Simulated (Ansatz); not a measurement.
Total energies of Nb2(F)10 (Nb2F10) from Ansatz at PBE0-D4/def2-TZVP, gas phase (1 Eh = 27.2114 eV = 2625.5 kJ/mol). The reference geometry is relaxed at PBE-D4/def2-SVP.

```xyz
12

Nb   -0.534    1.621   -0.235
F    -0.075    1.260   -2.013
F    -2.233    2.209   -0.641
F    -0.845    1.533    1.607
F     0.461    3.170   -0.141
F    -1.127   -0.402   -0.209
Nb    0.534   -1.621    0.236
F     0.075   -1.260    2.013
F     2.233   -2.209    0.641
F     0.845   -1.533   -1.607
F    -0.461   -3.170    0.141
F     1.127    0.402    0.209
```

```
                state   geometry  energy (Eh)
     charge 0 singlet  reference  -1112.53748
     charge 1 doublet  reference  -1112.01012
free Nb atom (sextet)          –    -56.81952
free F atom (doublet)          –    -99.67617
```

In the def2 sets Nb takes a core potential; there is no spin–orbit coupling.

**Question.** Work out the vertical ionisation energy to the doublet.

**Answer.** E(charge 1 doublet) − E(charge 0 singlet) = -1112.01012 − (-1112.53748) = 0.52736 Eh = 14.35 eV. For comparison, −ε of the highest occupied level is 12.54 eV at this level, 1.81 eV less.

**Question.** What is the binding energy per atom against free atoms?

**Answer.** Atoms: 2 × (-56.81952) + 10 × (-99.67617) = -1110.40074 Eh. Binding: -1110.40074 − (-1112.53748) = 2.13674 Eh = 58.14 eV, or 4.85 eV for each of 12 atoms (no zero-point energy, no counterpoise term).
